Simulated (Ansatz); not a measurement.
Stepwise reaction of `CC[SiH](O)O` with hydrogen, as a gas-phase model of exchange steps in deposition or etching. ΔE in kJ/mol; ΔG adds harmonic PBE0-D4 terms to CCSD(T)/CBS, at 1 bar.

Isolated molecules relaxed with PBE0-D4/def2-TZVP in Ansatz; ΔE leaves out vibrations. CCSD(T)/CBS is the MP2 limit (def2-TZVPP, def2-QZVPP) plus CCSD(T) − MP2 in def2-TZVPP, frozen cores. This one scheme is used for every species. DFT in def2-TZVPP. B3LYP here is the variant with VWN-RPA as its local correlation; programs differ in this. One conformer a species, not always the lowest.

```csv
step,reaction,PBE-D4,B3LYP-D4,ωB97M-V,CCSD(T)/CBS,ΔG(600 K)
1,`CC[SiH](O)O` + H₂ → `CC[SiH2]O` + H₂O,92.5,98.4,99.7,96.1,87.2
2,`CC[SiH2]O` + H₂ → `CC[SiH3]` + H₂O,64.3,71.0,71.6,68.9,66.0
```

Task: By hand: ΔE of the 2 steps together at CCSD(T)/CBS.

Result: (96.1) + (68.9) = 165.0 kJ/mol, or 82.5 kJ/mol a step.

In ΔE each step is lower than the one before. All are uphill at CCSD(T)/CBS. ΔG lies between 66.0 and 87.2 kJ/mol a step. PBE-D4 differs from CCSD(T)/CBS by -4.6 to -3.6 kJ/mol a step. Isolated molecules leave out the surface, adducts and barriers. Largest T1 diagnostic: 0.011.
